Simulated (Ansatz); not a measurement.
`I[Si](I)I` radical, relaxed with UKS PBE0-D4/def2-TZVP in the Gaussian-basis code of Ansatz from a PBE-D4/def2-SVP geometry. The force threshold is 0.005 eV/Å; the program also tests the step.

The species carries charge 0 and has multiplicity 2. I: def2 effective core potential.

Start:

```xyz
4

I     0.099   -1.408    1.900
Si   -0.579   -0.040   -0.060
I     0.002    2.348    0.295
I     0.478   -0.900   -2.136
```

Q: How much energy does the relaxation release, and in how many steps? (An estimate is asked.)

A: Computed: 2.67 kJ/mol, in 3 steps.

Q: Which bonds change most? (Estimate.)

A: Ansatz gave: I1–Si2 from 2.484 to 2.443 Å; Si2–I3 from 2.484 to 2.443 Å; Si2–I4 from 2.484 to 2.443 Å.

Q: Give the relaxed structure. (Estimate.)

A: Computed: 
```xyz
4

I     0.097   -1.385    1.869
Si   -0.569   -0.040   -0.058
I     0.002    2.310    0.290
I     0.470   -0.886   -2.101
```
